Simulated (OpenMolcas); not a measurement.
Er3+ in MgO: curves along the breathing mode

Er3+ with its 6 nearest oxide ions, on the Mg site of MgO (a = 4.2112 Å, distance in the model lattice 2.106 Å). The rest of the host is ab initio model potentials to 7.6 Å, with orthogonalisation functions on the cations behind the ligands, and point charges beyond; the distance is set by hand and nothing relaxes, and no local charge compensation is placed. Ligand basis ANO-RCC-VDZP.

| Quantity | Value |
| --- | --- |
| Program | OpenMolcas |
| Method | CASSCF |
| Basis | ANO-RCC-VDZP [7s6p4d2f1g] |
| Scalar Hamiltonian | DKH2, point nucleus |
| Active space | 11 electrons in 7 orbitals (4f) |
| State averaging | 2S+1 = 4 odd, 35 roots (30 in the spin-orbit step); 2S+1 = 2 odd, 35 roots kept (CI in the orbitals of an earlier block) |
| Spin-orbit coupling | RASSI with atomic mean-field integrals over the reference wave functions |

Spin-free energies (labels of O, the rotations of Oh) in cm-1 above the lowest fitted minimum, as all ligands move together:

```csv
R (Å),4A1,4T2,4T1,4E,4T2(2),4A2,4A2(2)
2.066,1510,1600,1620,2260,2350,2490,19280
2.115,-10,70,90,660,740,870,17790
2.164,2760,2820,2840,3360,3430,3550,20580
2.212,9280,9340,9360,9830,9900,10010,27130
2.261,19620,19670,19690,20120,20190,20290,37480
2.31,33570,33610,33630,34030,34090,34190,51450
2.358,50740,50780,50800,51160,51230,51320,68630
```

Cubic fits give the following; the wavenumber is harmonic, with the mass of all moving ligands, small differences in it between states hang on the degree of the fit, a number in brackets counts states of one label, and the table is a selection of at most 14 states with clean curves.

| State | R0 (Å) | Breathing mode (cm-1) | Minimum (cm-1) |
| --- | --- | --- | --- |
| 4A1 | 2.107 | 780 | 0 |
| 4T2 | 2.107 | 780 | 80 |
| 4T1 | 2.107 | 780 | 100 |
| 4E | 2.108 | 781 | 680 |
| 4T2(2) | 2.108 | 781 | 760 |
| 4A2 | 2.108 | 781 | 890 |
| 4A2(2) | 2.107 | 780 | 17790 |
| 2T1 | 2.107 | 780 | 17900 |
| 2T2 | 2.107 | 780 | 17970 |
| 2E | 2.108 | 780 | 18090 |
| 2T1(2) | 2.108 | 780 | 18110 |
| 4T2(3) | 2.107 | 780 | 18150 |
| 4A1(2) | 2.107 | 780 | 18250 |
| 4T1(2) | 2.108 | 781 | 18760 |

For an f ion spin-orbit coupling outweighs the ligand field, so these spin-free curves are not those of observable levels.

High states are left out of the spin-orbit mixing, which shifts the levels that they would mix with. Without dynamic correlation the ligand-field splitting of an f shell can come out too small, at times by half. No measured value stands beside these numbers.
